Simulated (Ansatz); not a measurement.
## Nudged elastic band run: C2H10BNSi

The input (input.yaml):

```yaml
crystal:
  periodic: [false, false, false]
  atoms:
    - { symbol: B, position_ang: [-1.270577, 0.153937, 0.80395] }
    - { symbol: C, position_ang: [-0.138455, -0.824869, 0.299962] }
    - { symbol: C, position_ang: [1.025204, -1.352044, 1.160655] }
    - { symbol: "N", position_ang: [-0.008761, 0.67672, -0.067926] }
    - { symbol: Si, position_ang: [-0.107089, 1.234817, -1.772824] }
    - { symbol: H, position_ang: [-1.240637, 0.527262, 1.910897] }
    - { symbol: H, position_ang: [-2.280562, 0.192695, 0.216637] }
    - { symbol: H, position_ang: [-0.285987, -1.422153, -0.615205] }
    - { symbol: H, position_ang: [1.970652, -1.420571, 0.594785] }
    - { symbol: H, position_ang: [0.772772, -2.361239, 1.522546] }
    - { symbol: H, position_ang: [1.184093, -0.70917, 2.040118] }
    - { symbol: H, position_ang: [0.739749, 1.136505, 0.50289] }
    - { symbol: H, position_ang: [1.186222, 1.044871, -2.39169] }
    - { symbol: H, position_ang: [-1.116531, 0.435303, -2.420837] }
    - { symbol: H, position_ang: [-0.452093, 2.637237, -1.754659] }
basis:
  gaussian: { orbitals: STO-3G }
hamiltonian:
  xc: b3lyp
  dispersion: d4
neb:
  order_check: false
  images: 5
  f_tol: 0.05
  max_iterations: 3
  initial_path: idpp
  final_atoms:
    - { symbol: B, position_ang: [-1.31799787, 0.02615333, 0.74058911] }
    - { symbol: C, position_ang: [-0.09720041, -0.84735963, 0.24999958] }
    - { symbol: C, position_ang: [1.05472796, -1.34284028, 1.14465925] }
    - { symbol: "N", position_ang: [-0.05224538, 0.67725709, -0.0335504] }
    - { symbol: Si, position_ang: [-0.10050828, 1.31998766, -1.71044102] }
    - { symbol: H, position_ang: [-1.37001175, 0.34076933, 1.86483011] }
    - { symbol: H, position_ang: [-2.29682162, 0.03125434, 0.10156463] }
    - { symbol: H, position_ang: [-0.15732696, -1.4031049, -0.70060222] }
    - { symbol: H, position_ang: [0.85477366, -2.38501222, 1.43961442] }
    - { symbol: H, position_ang: [1.12365737, -0.74036911, 2.06345674] }
    - { symbol: H, position_ang: [2.03023834, -1.31698822, 0.62847849] }
    - { symbol: H, position_ang: [0.63268917, 1.15347154, 0.60019135] }
    - { symbol: H, position_ang: [1.23231118, 1.2440077, -2.26769908] }
    - { symbol: H, position_ang: [-1.02240897, 0.49649052, -2.45266347] }
    - { symbol: H, position_ang: [-0.53587644, 2.69558386, -1.63912851] }
```

Run as:

```bash
$ ansatz run input.yaml --threads 1 --pin off --max-ram 2048MiB --backend cpu --events-out ev --progress --plain --runs-dir out
```

Output, in part (warnings, iteration lines):

```
NEB end point (image 0): max|allowed force component| = 1.828e-3 eV/Å (the criterion of neb.relax_end_points is 1.000e-2)
NEB end point (image 6): max|allowed force component| = 1.008e-2 eV/Å (the criterion of neb.relax_end_points is 1.000e-2)
NEB iter   1: max|band force component| = 1.191e0 eV/Å  barrier→ = 0.1775 eV  barrier← = 0.1775 eV  Δτ_max = 0.1294 Å  (151 SCF iters)
NEB iter   2: max|band force component| = 3.450e-1 eV/Å  barrier→ = 0.1079 eV  barrier← = 0.1079 eV  CI = image 3  Δτ_max = 0.0397 Å  (125 SCF iters)
NEB iter   3: max|band force component| = 1.227e-1 eV/Å  barrier→ = 0.1030 eV  barrier← = 0.1029 eV  CI = image 3  Δτ_max = 0.0074 Å  (113 SCF iters)
Error: NEB band did not converge after 3 iterations: max|band force component| = 1.23e-1 eV/Å (threshold 5.0e-2); raise `neb.max_iterations` in a new run, which can start from the last band evaluated (`neb.initial_path`, with `crystal.atoms` and `neb.final_atoms` set to its first and last images), …
```

The run ended unconverged. The band didn't meet its force threshold, so its energies are provisional: the largest band force was still 0.12 eV/Å, and over the last iterations the top moved between 0.10 and 0.18 eV. Limits of this set-up: minimal basis.

Final band (atoms are numbered from 1 in the order of the input):

```csv
image,path coordinate (Å),energy (eV),dihedral N4–C2–C3–H11 (°)
0,0.00,0.000,52
1,0.59,0.025,32
2,1.18,0.077,12
3,1.77,0.103,-9
4,2.36,0.076,-30
5,2.95,0.025,-51
6,3.55,0.000,-70
```

The run took 42 s on 1 thread of Arm Neoverse V2, on a shared host, peak memory 0.11 GiB.
